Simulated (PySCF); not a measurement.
## Calculated data, CH$_{7}$Al$_{2}$N, CH$_{3}$AlCl, CH$_{3}$AlBF, CH$_{4}$BO and others

Computed with PySCF 2.14.0. Calculation on a computer-drawn molecule: optimised geometry and harmonic frequencies of an isolated molecule of the commonest isotopes, restricted reference for singlets and unrestricted otherwise, frozen core in MP2.

(1) CH$_{7}$Al$_{2}$N

Start structure:
```xyz
11
CH7Al2N
C      0.1190     1.4732    -1.9081
Al    -0.9795    -0.1017    -1.5964
N     -2.5790    -0.1443    -0.7485
Al    -3.8527     0.7018     0.1617
H      0.3075     1.8406    -2.9729
H     -0.2704     2.4024    -1.4496
H      1.1690     1.4442    -1.5051
H     -0.5883    -1.4777    -2.0801
H     -2.8173    -1.1025    -0.7577
H     -3.9444     0.7639     1.6556
H     -5.0262     1.4367    -0.6028
```

- charge: 0
- multiplicity: 1
- method: HF
- basis: cc-pV(D+d)Z
- rotational constants: 8.754, 2.162, 1.752 GHz
- total energy: -580.3028 hartree
- convergence status largest gradient component: 1.211e-05 hartree/bohr

Drawn bonds:
```csv
atom,other atom,order
1,2,1
2,3,1
3,4,1
1,5,1
1,6,1
1,7,1
2,8,1
3,9,1
4,10,1
4,11,1
```

Optimised structure:
```xyz
11
CH7Al2N
C     -0.1716     1.5520    -1.9392
Al    -0.9512    -0.2013    -1.5341
N     -2.4873    -0.3683    -0.6263
Al    -3.6256     0.8022     0.0922
H     -0.0881     1.6934    -3.0239
H     -0.7458     2.3916    -1.5375
H      0.8480     1.6220    -1.5412
H     -0.2422    -1.5395    -2.0029
H     -2.7649    -1.3308    -0.4955
H     -4.9134     0.2698     0.8385
H     -3.3202     2.3457    -0.0340
```

Modes:
```csv
frequency (cm⁻¹),reduced mass (dalton)
53.71,1.031
112.1,2.056
117.6,3.357
176.2,1.28
257.3,3.056
446.3,1.109
516.3,1.73
590.2,1.444
618.9,2.342
652.9,1.112
674.4,1.213
715.5,1.354
747.6,2.291
812.6,1.203
858.6,1.208
917.9,2.976
1136,1.481
1335,1.235
1543,1.052
1548,1.055
1966,1.041
1983,1.055
1997,1.029
3143,1.037
3206,1.097
3242,1.099
3722,1.074
```

(2) CH$_{3}$AlCl

Start structure:
```xyz
6
CH3AlCl
C     -1.0736     0.6232     0.6598
Al    -0.8910     2.4900     1.0594
Cl     0.9991     3.2010     1.7032
H     -0.2623    -0.0985     0.7401
H     -2.0056     0.1685     0.3259
H     -2.0547     3.5333     0.9413
```

- charge: 0
- multiplicity: 2
- method: MP2
- basis: cc-pV(D+d)Z
- rotational constants: 21.62, 3.587, 3.076 GHz
- total energy: -741.3908 hartree
- spin squared: 0.7584
- convergence status largest gradient component: 4.369e-05 hartree/bohr

Drawn bonds:
```csv
atom,other atom,order
1,2,1
2,3,1
1,4,1
1,5,1
2,6,1
```

Optimised structure:
```xyz
6
CH3AlCl
C     -1.0732     0.6250     0.6602
Al    -0.8856     2.4954     1.0621
Cl     1.0002     3.2043     1.7035
H     -0.2573    -0.1065     0.7409
H     -2.0142     0.1676     0.3224
H     -2.0579     3.5317     0.9407
```

Modes:
```csv
frequency (cm⁻¹),reduced mass (dalton)
175,3.578
214.6,1.061
471.2,1.193
502.6,7.291
582.1,1.2
640.5,1.328
717.8,2.246
758.7,1.895
1398,1.128
2012,1.044
3168,1.056
3264,1.11
```

(3) CH$_{3}$AlBF

Start structure:
```xyz
7
CH3AlBF
F     -0.0666    -1.8530     0.4472
B     -1.2537    -1.5390    -0.1010
C     -2.0205    -0.3033     0.3853
Al    -3.1698    -0.5352     2.0471
H     -1.6717    -2.3188    -0.9165
H     -1.3512     0.5068     0.7150
H     -2.7275     0.0850    -0.3606
```

- charge: 0
- multiplicity: 1
- method: MP2
- basis: cc-pV(D+d)Z
- rotational constants: 16.09, 2.801, 2.573 GHz
- total energy: -406.1610 hartree
- convergence status largest gradient component: 2.276e-05 hartree/bohr

Drawn bonds:
```csv
atom,other atom,order
1,2,1
2,3,1
3,4,1
2,5,1
3,6,1
3,7,1
```

Optimised structure:
```xyz
7
CH3AlBF
F     -0.0515    -1.8617     0.4521
B     -1.2522    -1.5372    -0.0988
C     -2.0098    -0.2892     0.3694
Al    -3.1591    -0.5628     2.0287
H     -1.6973    -2.3318    -0.8980
H     -1.3532     0.5284     0.7336
H     -2.7379     0.0966    -0.3704
```

Modes:
```csv
frequency (cm⁻¹),reduced mass (dalton)
74.77,10.06
187.6,2.556
389.4,2.302
499.7,3.587
589,1.435
752.8,1.226
869,1.545
962.7,1.749
1060,2.029
1109,1.75
1314,1.976
1409,1.534
2639,1.093
3057,1.058
3143,1.103
```

(4) CH$_{4}$BO

Start structure:
```xyz
7
CH4BO
C     -0.8438     0.9210    -1.7611
B     -1.5892     1.9605    -0.7356
O     -1.3795     3.2173    -0.6580
H     -1.5777     0.4091    -2.4013
H     -0.1139     1.4222    -2.4076
H     -0.3240     0.1271    -1.2043
H     -2.4297     1.3474    -0.0013
```

* charge: -1
* multiplicity: 1
* method: MP2
* basis: aug-cc-pVDZ
* rotational constants: 51.37, 8.528, 7.664 GHz
* total energy: -140.2600 hartree
* convergence status largest gradient component: 2.186e-05 hartree/bohr

Drawn bonds:
```csv
atom,other atom,order
1,2,1
2,3,1
1,4,1
1,5,1
1,6,1
2,7,1
```

Optimised structure:
```xyz
7
CH4BO
C     -0.8434     0.9182    -1.7623
B     -1.5940     1.9531    -0.7324
O     -1.3769     3.2449    -0.6543
H     -1.5828     0.4007    -2.4081
H     -0.1079     1.4275    -2.4124
H     -0.3194     0.1166    -1.2016
H     -2.4333     1.3436     0.0019
```

Modes:
```csv
frequency (cm⁻¹),reduced mass (dalton)
124.5,1.203
382.2,2.428
613.2,1.126
716.9,2.012
912.5,2.326
937.6,1.83
1086,1.178
1231,1.306
1424,1.375
1447,1.055
1472,2.998
2133,1.072
2990,1.036
3067,1.097
3102,1.1
```

(5) BH$_{2}$NOSi

Start structure:
```xyz
6
BH2NOSi
N     -1.6454     0.6897     0.3462
Si    -1.0301    -0.4402    -0.7603
B      0.9427     0.2184    -0.6503
O      2.0781     0.5706    -0.6103
H     -1.1516     1.4058     0.8451
H     -2.6228     0.6943     0.5746
```

* charge: 0
* multiplicity: 1
* method: MP2
* basis: cc-pV(D+d)Z
* rotational constants: 16.69, 3.225, 2.703 GHz
* total energy: -444.6616 hartree
* convergence status largest gradient component: 2.219e-05 hartree/bohr

Drawn bonds:
```csv
atom,other atom,order
1,2,1
2,3,1
3,4,2
1,5,1
1,6,1
```

Optimised structure:
```xyz
6
BH2NOSi
N     -1.6377     0.6887     0.3438
Si    -1.0314    -0.4620    -0.7787
B      0.9155     0.2154    -0.6467
O      2.0823     0.5846    -0.5992
H     -1.1279     1.4135     0.8461
H     -2.6298     0.6984     0.5797
```

Modes:
```csv
frequency (cm⁻¹),reduced mass (dalton)
140.3,5.091
263.7,5.756
399.9,9.583
486.2,7.459
581.3,1.232
639.3,1.142
819.5,1.407
876.7,4.563
1579,1.12
1886,12.44
3571,1.05
3683,1.098
```

(6) AlBClO

Start structure:
```xyz
4
AlBClO
O     -0.8916     0.6267     1.0066
Al    -0.3949     1.1482    -0.3815
B      0.2370     1.7950    -2.2793
Cl     1.1944     2.9164    -2.9110
```

* charge: 0
* multiplicity: 2
* method: HF
* basis: cc-pV(D+d)Z
* rotational constants: 84.17, 1.411, 1.387 GHz
* total energy: -800.9216 hartree
* spin squared: 0.7648
* convergence status largest gradient component: 1.703e-05 hartree/bohr

Drawn bonds:
```csv
atom,other atom,order
1,2,2
2,3,1
3,4,1
```

Optimised structure:
```xyz
4
AlBClO
O     -0.9204     0.5939     1.0167
Al    -0.3758     1.1711    -0.3416
B      0.2081     1.7605    -2.2811
Cl     1.2330     2.9607    -2.9593
```

Modes:
```csv
frequency (cm⁻¹),reduced mass (dalton)
102.3,18.1
165.1,19.33
239.2,20.57
419.4,14.71
1004,12.68
1211,18.79
```
